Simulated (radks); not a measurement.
Task: The magnesium ion Mg11+, configuration 1s0.5 2s0.5 (fractional occupations, a model configuration). All-electron calculation, Dirac Kohn-Sham, XLYP, spin-unpolarised, spherical densities, point nucleus. Program: a radial shooting solver on a logarithmic mesh with Libxc functionals. Some entries of the table are withheld. Estimate them.

| orbital | occ. | eigenvalue (eV) | <r^2> (bohr^2) | <1/r> (bohr^-1) |
|---|---|---|---|---|
| 1s1/2 | 0.5 | (1) | (2) | 12.10 |
| 2s1/2 | 0.5 | -459.0677 | 0.3000 | 2.956 |
| 2p1/2 | 0 | -453.4131 | (3) | 2.949 |
| 2p3/2 | 0 | -452.5243 | (4) | 2.937 |
| 3s1/2 | 0 | -201.7116 | 1.490 | 1.302 |
| 3d3/2 | 0 | (5) | 0.9585 | (6) |
| 3d5/2 | 0 | (7) | 0.9596 | (8) |

Result: 
(1) 1s1/2 eigenvalue (eV): -1919.146
(2) 1s1/2 <r^2> (bohr^2): 0.02065
(3) 2p1/2 <r^2> (bohr^2): 0.2180
(4) 2p3/2 <r^2> (bohr^2): 0.2190
(5) 3d3/2 eigenvalue (eV): -196.9438
(6) 3d3/2 <1/r> (bohr^-1): 1.273
(7) 3d5/2 eigenvalue (eV): -196.8654
(8) 3d5/2 <1/r> (bohr^-1): 1.272
